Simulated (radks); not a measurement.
All-electron atom: Dy I in [Xe] 4f10 6s2 (the NIST ground configuration).

Calculated with a radial shooting solver on a logarithmic mesh with Libxc functionals: Dirac Kohn-Sham, LDA (Slater exchange, Perdew-Wang correlation), spin-unpolarised, spherical densities, point nucleus; open shells are shared between the two j in proportion to 2j + 1.

Energy parts (Ry):
| part | energy |
|---|---|
| total | -24320.6238 |
| kinetic | 26676.0786 |
| electron-nucleus | -59989.8043 |
| Hartree | 9506.0183 |
| exchange-correlation | -512.9164 |

Orbitals (lengths in bohr, moments of r in powers of bohr):
orbital,occ.,eigenvalue (Ry),<1/r>,small-component weight
1s1/2,2,-3936.103,74.53,6.07e-02
2s1/2,2,-655.1852,17.85,1.35e-02
2p1/2,2,-623.3175,17.83,1.35e-02
2p3/2,4,-564.5679,15.61,1.25e-02
3s1/2,2,-145.7952,6.518,4.30e-03
3p1/2,2,-131.8707,6.437,4.25e-03
3p3/2,4,-119.6749,5.872,3.95e-03
3d3/2,4,-95.66807,5.756,3.84e-03
3d5/2,6,-93.00246,5.617,3.75e-03
4s1/2,2,-28.79543,2.729,1.38e-03
4p1/2,2,-23.30557,2.622,1.30e-03
4p3/2,4,-20.56584,2.426,1.19e-03
4d3/2,4,-11.51273,2.206,1.02e-03
4d5/2,6,-11.01668,2.157,9.88e-04
4f5/2,4.28571,-0.28033,1.567,5.71e-04
4f7/2,5.71429,-0.21566,1.540,5.55e-04
5s1/2,2,-3.60022,1.026,2.83e-04
5p1/2,2,-2.11952,0.8972,2.20e-04
5p3/2,4,-1.77159,0.8257,1.91e-04
6s1/2,2,-0.28642,0.3100,2.77e-05

The highest occupied level is 4f7/2 at -2.934 eV. The density falls to 0.001 e/bohr^3 at r = 5.13 bohr. Summed over all electrons, <r^2> = 76.99 bohr^2, which gives a Langevin (diamagnetic) susceptibility term of -61 x 10^-6 cm^3/mol.
